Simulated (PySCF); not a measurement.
Which orbitals make which state

C₆H₅FOS.
SMILES: `C#CC1=CC[C@@H](F)[S@@]1=O`

The calculation used PySCF 2.14.0, density-fitted response routines, TDDFT PBE0/def2-SVPD, vertical, gas phase, core orbitals frozen in the response. Isolated species at its GFN2-xTB geometry (one conformer only).

Orbital energies (eV): HOMO-3 -9.00, HOMO-2 -7.93, HOMO-1 -7.59, HOMO -7.18, LUMO -1.70, LUMO+1 -0.33, LUMO+2 -0.02.

Computed singlets:

```json
{"state": "S1", "E (eV)": "4.15", "f": "0.0009"}
{"state": "S2", "E (eV)": "4.82", "f": "0.0009"}
{"state": "S3", "E (eV)": "5.24", "f": "0.097"}
{"state": "S4", "E (eV)": "5.43", "f": "0.113"}
{"state": "S5", "E (eV)": "5.71", "f": "0.0032"}
{"state": "S6", "E (eV)": "5.83", "f": "0.0047"}
{"state": "S7", "E (eV)": "5.87", "f": "0.012"}
{"state": "S8", "E (eV)": "6.19", "f": "0.0029"}
```

Assign a leading configuration to S1, S2, S3, S4 and S7 and set E beside the orbital difference Δε.

| state | leading configuration | weight | Δε (eV) | E (eV) | E − Δε (eV) | f | other configurations |
| --- | --- | --- | --- | --- | --- | --- | --- |
| S1 | HOMO→LUMO | 0.97 | 5.48 | 4.15 | -1.33 | 0.0009 | – |
| S2 | HOMO-2→LUMO | 0.91 | 6.23 | 4.82 | -1.41 | 0.0009 | – |
| S3 | HOMO-1→LUMO | 0.63 | 5.88 | 5.24 | -0.65 | 0.097 | H→L+1 (27%) |
| S4 | HOMO→LUMO+1 | 0.67 | 6.86 | 5.43 | -1.42 | 0.113 | H-1→L (20%) |
| S7 | HOMO→LUMO+2 | 0.66 | 7.16 | 5.87 | -1.29 | 0.012 | H-3→L (22%) |

E − Δε runs from -1.42 to -0.65 eV. By orbital difference alone the order would be S1, S3, S2, S4, S7.

H and L stand for HOMO and LUMO. The other states: S5 5.71 eV, f 0.0032, H-3→L (56%), H→L+2 (21%), H-1→L+2 (11%); S6 5.83 eV, f 0.0047, H-1→L+1 (53%), H-1→L+2 (27%), H-3→L (11%); S8 6.19 eV, f 0.0029, H-1→L+2 (52%), H-1→L+1 (37%).

Which computed triplets share their leading configuration (75% or more) with a singlet, and how far apart are the partners?

| configuration | triplet | E(T) (eV) | singlet | E(S) (eV) | E(S) − E(T) (eV) |
| --- | --- | --- | --- | --- | --- |
| HOMO→LUMO | T2 | 3.92 | S1 | 4.15 | +0.23 |

The 3 triplets are Tamm–Dancoff values, the singlets full response.

Summed over the main configurations (up to three a state, each over 8%) of all 8 singlets, the electron leaves HOMO with weight 2.79, HOMO-1 with weight 2.63, HOMO-2 with weight 0.91 and HOMO-3 with weight 0.89.
